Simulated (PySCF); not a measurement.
Geometries of 2 isomers of C6H6OS, from PySCF, PBE0-D3(BJ)/def2-SVP geometry optimisation, gas phase. One conformer each, no zero-point energy, no frequencies.

**Question.** Which is lower in electronic energy at this level?
A.
```xyz
14
angstrom
C     -2.117   -0.527   -0.127
C     -1.162    0.617   -0.354
O     -1.544    1.698   -0.747
C      0.278    0.372   -0.076
C      0.872   -0.836    0.407
C      2.227   -0.729    0.561
S      2.788    0.836    0.118
C      1.217    1.361   -0.275
H     -1.839   -1.394   -0.746
H     -3.134   -0.203   -0.381
H     -2.086   -0.854    0.925
H      0.318   -1.748    0.634
H      2.928   -1.486    0.910
H      1.015    2.369   -0.637
```
B.
```xyz
14
angstrom
C     -2.231    0.177    0.230
C     -1.204   -0.667   -0.462
S     -1.603   -1.953   -1.400
C      0.173   -0.289   -0.259
C      1.368   -0.811   -0.708
C      2.393    0.000   -0.162
C      1.755    0.959    0.581
O      0.429    0.794    0.528
H     -3.238   -0.195    0.008
H     -2.143    1.228   -0.090
H     -2.063    0.170    1.319
H      1.458   -1.680   -1.355
H      3.468   -0.106   -0.295
H      2.115    1.793    1.179
```

**Answer.** A. That is `CC(=O)c1ccsc1`, 13.4 kcal/mol below the other.

```json
{"SMILES": "CC(=O)c1ccsc1", "atoms numbered as above": "[CH3:1][C:2](=[O:3])[c:4]1[cH:5][cH:6][s:7][cH:8]1", "E (Eh)": "-704.82799", "relative (kcal/mol)": "0.0", "relative (kJ/mol)": "0.0", "dipole (D)": "2.96"}
{"SMILES": "CC(=S)c1ccco1", "atoms numbered as above": "[CH3:1][C:2](=[S:3])[c:4]1[cH:5][cH:6][cH:7][o:8]1", "E (Eh)": "-704.80669", "relative (kcal/mol)": "13.4", "relative (kJ/mol)": "55.9", "dipole (D)": "3.43"}
```

As drawn, the lower has a C=O bond, which the higher lacks; the higher has a C=S bond, which the lower lacks.
